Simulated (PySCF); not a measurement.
A structure optimised at B3LYP-D3(BJ)/def2-SVP, used in a PySCF frequency run:

```
Al
I 1 2.4664
I 1 2.4664 2 120.00
I 1 2.4664 2 120.00 3 180.00
```
Charge 0, spin multiplicity 1.

Question: Write its SMILES, formula and point group.

Answer: [I][Al]([I])[I], AlI₃, D3h

Question: What are its rotational constants (standard atomic weights)?

Answer: 0.43644, 0.43644, 0.21822 GHz
